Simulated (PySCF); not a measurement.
Electric field gradients and quadrupole coupling constants

C₆H₁₀ClN₂P.
Structure used (GFN2-xTB), in Å, numbered top down from 1:
```
atom  x, y, z in Å
C1    -0.5128    1.7265   -0.1796
C2    -0.5298    0.2113   -0.3613
C3    -0.5845   -0.1363   -1.8514
C4    -1.7222   -0.3919    0.3860
N5     0.7033   -0.3394    0.2028
C6     1.0224   -1.6432    0.2164
P7     2.5465   -1.9630    0.9538
C8     2.6150   -0.2123    1.1874
Cl9    3.8990    0.6232    1.9343
N10    1.5896    0.4699    0.7448
H11   -0.4458    1.9811    0.8738
H12    0.3446    2.1594   -0.6859
H13   -1.4230    2.1535   -0.5920
H14   -0.6213   -1.2116   -2.0052
H15   -1.4708    0.3039   -2.3000
H16    0.2934    0.2556   -2.3599
H17   -1.6441   -0.1790    1.4496
H18   -1.7690   -1.4694    0.2515
H19   -2.6469    0.0397    0.0131
H20    0.3511   -2.3674   -0.2066
```

Field gradients from the PBE0/pcSseg-1 density (PySCF, non-relativistic), principal values in atomic units, ordered |Vxx| ≤ |Vyy| ≤ |Vzz|:

```csv
atom,Vxx,Vyy,Vzz
N5,0.1277,0.4786,-0.6063
Cl9,-1.8269,-2.1473,3.9742
N10,0.2259,0.7998,-1.0257
```

Task: Find the asymmetry η = (Vxx − Vyy)/Vzz and the couplings χ = eQV/h (234.96 MHz × Q in barn × V in au), with Q(14N) = 0.02044 b, Q(35Cl) = −0.0817 b.

Result: 
```csv
atom,environment,nucleus,η,χzz (MHz),χxx (MHz),χyy (MHz)
N5,pyrrole-type nitrogen,14N,0.58,-2.912,0.613,2.298
Cl9,aryl chlorine,35Cl,0.08,-76.29,35.07,41.22
N10,pyridine-type nitrogen,14N,0.56,-4.926,1.085,3.841
```

The tensor is traceless: Vxx + Vyy + Vzz = 0.

Task: What is Vzz at N10 in SI units (1 au = 9.71736 × 10²¹ V/m²)?

Result: -1.0257 au = -9.967 × 10²¹ V/m².

Were the hydrogens deuterons (Q(2H) = 0.00286 b), χzz would run from 210 kHz (H16 and H17) to 228 kHz (H20).

Geometry: GFN2-xTB; no solvent, vibrations or thermal averaging. GFN2-xTB bond lengths can be off by several hundredths of an ångström, more for odd bonds, and the gradients follow them. These gradients aren't converged with respect to the basis.

These values come from a run that also computed NMR shieldings. Time: 42 s of wall time; peak memory 1.1 GiB. Hardware: one thread of an Arm Neoverse V2 (shared host).
